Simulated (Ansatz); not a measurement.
System: dihydroxy(dimethyl)silane, C2H8O2Si, charge 0, multiplicity 1. 
Geometry from a B3LYP-D3(BJ)/def2-TZVP (Ansatz, an electronic-structure program) optimisation:
```
Si
O 1 1.6487
H 2 0.9603 1 117.43
O 1 1.6591 2 106.66 3 40.76
H 4 0.9592 1 118.16 2 -146.37
C 1 1.8577 2 105.80 3 159.82
H 6 1.0914 1 110.45 2 -61.17
H 6 1.0921 7 108.04 1 -121.56
H 6 1.0924 7 108.11 8 -116.62
C 1 1.8697 2 111.83 3 -78.40
H 10 1.0922 1 110.58 2 -59.68
H 10 1.0927 11 107.70 1 -121.92
H 10 1.0934 11 107.50 12 -116.02
```
Charge 0, spin multiplicity 1.

Basis-set convergence of Hartree-Fock and MP2 correlation energies (hartree) with Ansatz. Cores are frozen in the correlated levels unless marked. Spin-orbit coupling is left out. No relativistic terms.

| basis | functions | E(HF) | E(corr, MP2) |
|---|---|---|---|
| cc-pV(D+d)Z | 119 | -519.19317 | -0.76442 |
| cc-pV(T+d)Z | 271 | -519.29810 | -0.96395 |
| cc-pV(Q+d)Z | 524 | -519.32028 | -1.03503 |

Extrapolating the two largest sets (X = 3 and 4) as X^-3: E(corr) = (64·(-1.03503) - 27·(-0.96395))/37 = -1.0869 Eh, an estimate of the basis-set limit. The largest set recovers 95.2 % of it, the smallest 70.3 %.
